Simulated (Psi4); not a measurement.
Worked example: ideal-gas entropy of InN2H4Cl (SMILES [NH2][In]([NH2])[Cl])

A singlet with charge 0, relaxed at PBE0-D4/def2-TZVP (density fitting, core potential) (Psi4 1.11):

```xyz
8

N    -0.2093    1.8275   -0.2897
In   -0.2934   -0.1798   -0.3146
N     0.7172   -1.4957    0.8186
Cl   -1.7649   -1.1092   -1.8712
H    -1.0205    2.2880   -0.6781
H     0.0226    2.2582    0.5942
H     1.6282   -1.2046    1.1441
H     0.7887   -2.4234    0.4244
```

Harmonic wavenumbers in cm⁻¹: 107, 110, 135, 240, 270, 357, 433, 453, 609, 637, 781, 823, 1553, 1556, 3562, 3563, 3665, 3665.

Masses in u: N 14.007, In 114.818, Cl 35.45, H 1.008. Take T = 298.15 K, p = 1 bar, R = 8.3145 J/(mol K), kT/hc = 207.22 cm⁻¹, rigid rotor and harmonic oscillator.

Work out S° at 298 K.


1. Translation (Sackur–Tetrode): S = R[3/2 ln M + 5/2 ln T − 1.1517] with M = 182.314 gives 173.8 J/(mol K).
2. Rotation: principal moments 112.904, 205.276, 317.139 u Å² give A, B, C = 0.1493, 0.0821, 0.0532 cm⁻¹; the symmetry number is σ = 2; q = (√π/σ)√((kT/hc)³/ABC) = 103523; S = R(ln q + 3/2) = 108.5.
3. Vibration: with u = ν̃/207.22, each mode gives R[u/(eᵘ − 1) − ln(1 − e⁻ᵘ)]; the sum is 70.7, most from 107 cm⁻¹ (13.9), 110 cm⁻¹ (13.7), 135 cm⁻¹ (12.0).
4. Spin and the two mirror images of this shape: R ln 2 = 5.8.
5. Sum: 173.8 + 108.5 + 70.7 + 5.8 = 358.8 J/(mol K).

No measured value is set beside it here. Where a soft mode is a torsion, a harmonic oscillator describes it poorly.
